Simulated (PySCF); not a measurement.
## Correlation energy of Xe³⁺ (xenon, charge +3)

[Kr] 4d10 5s2 5p3, high-spin 4S determinant. All numbers are calculated (PySCF 2.14, scalar relativity by spin-free X2C-1e, in x2c-QZVPPall (13s9p7d4f1g, 112 functions)). Frozen: [Kr] 4d10; 5 electrons correlated.

```
  level  correlation energy (mhartree)
   CCSD                         -85.22
    (T)                          -2.30
CCSD(T)                         -87.52
```

Diagnostics: T1 = 0.0017, D1 = 0.0035, largest double amplitude 0.048.

**Question.** Is a single reference adequate?

**Answer.** Yes, within this model without spin-orbit coupling: T1 lies below 0.03 and no double amplitude reaches 0.07.
